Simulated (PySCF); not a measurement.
Vertical excitation energies

N-methyldiacetamide, C5H9NO2.
InChI=1S/C5H9NO2/c1-4(7)6(3)5(2)8/h1-3H3

Computed with PySCF 2.14.0, density-fitted response routines, TDDFT CAM-B3LYP/def2-SVPD, vertical, gas phase, core orbitals frozen in the response. Geometry: GFN2-xTB, one conformer, isolated molecule. Torsions of this conformer, `[CH3:1][C:2](=[O:3])[N:4]([CH3:5])[C:6]([CH3:7])=[O:8]`: C1–C2–N4–C5 -1°, C2–N4–C6–C7 -1°.

Question: What does the calculation give for the low-lying excited states?

Answer: 

| state | λ (nm) | E (eV) | f | main configurations (H = HOMO, L = LUMO) |
| --- | --- | --- | --- | --- |
| S1 | 240.3 | 5.16 | 0.0012 | H→L (85%) |
| S2 | 230.9 | 5.37 | 0.0001 | H-2→L (76%), H→L+4 (12%) |
| S3 | 189.0 | 6.56 | 0.265 | H-1→L (92%) |
| S4 | 169.6 | 7.31 | 0.017 | H→L+1 (76%), H-2→L+1 (9%) |
| S5 | 168.8 | 7.34 | 0.012 | H-1→L+1 (88%) |
| S6 | 163.7 | 7.57 | 0.0062 | H-2→L+1 (64%), H-2→L+2 (10%), H→L+1 (8%) |
| S7 | 158.3 | 7.83 | 0.0005 | H→L+4 (74%), H-2→L (10%) |
| S8 | 153.0 | 8.10 | 0.0009 | H-2→L+4 (70%), H→L (8%) |

Triplets (Tamm–Dancoff): T1 4.70 eV, H→L (82%), H-2→L+4 (9%); T2 4.88 eV, H-2→L (71%), H→L+4 (14%); T3 5.03 eV, H-1→L (88%).

The lowest singlet lies at 5.16 eV (240 nm, ultraviolet) and is very weak; its leading configuration is HOMO→LUMO (85%). The most intense listed level is S3 at 6.56 eV (189 nm, f = 0.265), 1.40 eV above S1. Löwdin shares by element: HOMO oxygen 67%, carbon 15% or more (atoms not listed hold the other 18%); LUMO carbon 42% or more, oxygen 35% (atoms not listed hold the other 23%). Orbital energies (eV): HOMO-3 -11.95, HOMO-2 -9.43, HOMO-1 -9.41, HOMO -9.28, LUMO 0.37, LUMO+1 0.89, LUMO+2 1.74. The oscillator strengths of these states sum to 0.303; summed over the whole spectrum of an exact calculation they would give the number of electrons, 62 (Thomas–Reiche–Kuhn). Weighted by f, the mean energy of these states is 6.65 eV. Only the lowest 8 singlets were computed, as vertical energies without vibronic structure.

Time: 47 s wall. Hardware: one thread, x86-64 server, shared host.
